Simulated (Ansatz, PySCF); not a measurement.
ClGe, SMILES [Cl][Ge] (connectivity only; charge and spin as stated), charge +1, multiplicity 1. Atoms are numbered in the order given.

```xyz
2

Cl     0.0000     0.0000    -1.3389
Ge     0.0000     0.0000     0.7216
```
Charge +1, spin multiplicity 1.

Coordinates come from a r2SCAN-D4/def2-TZVP optimisation. The spin state was assumed, not searched.

Two levels are set side by side: PBE-D3(BJ)/def2-TZVP (Ansatz, a first-principles code) and r2SCAN-D4/def2-TZVP (Ansatz). Each level has its own optimised geometry; the coordinates shown are those of the second. Frequencies come from the Hessian of PySCF at each geometry. Differences are taken from unrounded values.

| quantity | r2SCAN-D4 | PBE-D3(BJ) | PBE-D3(BJ) minus r2SCAN-D4 |
|---|---|---|---|
| bond Cl1–Ge2 (Å) | 2.061 | 2.082 | 0.022 |
| highest harmonic wavenumber (cm⁻¹) | 509 | 486 | -22 |
| mean harmonic wavenumber (cm⁻¹) | 509 | 486 | -22 |
| zero-point energy (kcal/mol) | 0.73 | 0.70 | -0.03 |
